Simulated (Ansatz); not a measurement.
The same path of a periodic cell of 17 atoms, Al$_{16}$Si (surface Al(110), adsorbate Si) was run twice with different band settings. Lost on the way: Al12–Si17. Made: Al10–Si17.

The calculation used DFT PBE, scalar-relativistic, plane waves, PAW (Ansatz 0.2.0). Settings: cutoff 420 eV, k mesh 3x4x1, gaussian smearing 0.1 eV, no spin polarisation.

Relaxed end points:

```xyz
17
Lattice="8.1000 0.0000 0.0000 0.0000 5.7276 0.0000 0.0000 0.0000 17.2957" Properties=species:S:1:pos:R:3
Al 2.025 1.432 1.000
Al 6.075 1.432 1.000
Al 2.025 4.296 1.000
Al 6.075 4.296 1.000
Al 0.037 0.007 2.373
Al 4.013 0.007 2.373
Al 0.037 2.861 2.372
Al 4.013 2.860 2.372
Al 2.025 1.434 3.987
Al 6.075 1.435 3.710
Al 2.025 4.298 4.129
Al 6.075 4.299 3.725
Al -0.151 0.077 5.257
Al 4.201 0.077 5.257
Al -0.150 2.793 5.255
Al 4.200 2.793 5.255
Si 6.075 -1.429 6.312
```

```xyz
17
Lattice="8.1000 0.0000 0.0000 0.0000 5.7276 0.0000 0.0000 0.0000 17.2957" Properties=species:S:1:pos:R:3
Al 2.025 1.432 1.000
Al 6.075 1.432 1.000
Al 2.025 4.296 1.000
Al 6.075 4.296 1.000
Al 0.037 -0.003 2.372
Al 4.013 -0.003 2.372
Al 0.037 2.871 2.373
Al 4.013 2.871 2.373
Al 2.025 1.434 4.129
Al 6.075 1.435 3.725
Al 2.025 4.298 3.987
Al 6.075 4.299 3.710
Al -0.150 -0.070 5.255
Al 4.200 -0.070 5.255
Al -0.151 2.941 5.257
Al 4.201 2.941 5.257
Si 6.075 1.434 6.312
```

Common settings: spring 5.0 eV/Å²; optimiser quadratic models (default); force threshold 0.05 eV/Å; end points relaxed; atoms held 1 to 4.

| run | movable images | climbing image | start path | iteration limit |
| --- | --- | --- | --- | --- |
| 1 | 5 | yes | IDPP | 18 |
| 2 | 2 | no | default | 50 |

**Question.** What does each run give, and how far can it be trusted?

**Answer.** Run 1: converged after 6 iterations, highest image 0.603 eV above the first end. The order of the stationary point at the top wasn't checked.
Run 2: converged after 4 iterations, highest image 0.479 eV above the first end. No image climbed, so the highest image needn't sit at the top of the path.
Limits of this set-up: coarse k mesh, thin slab, slab without dipole correction.
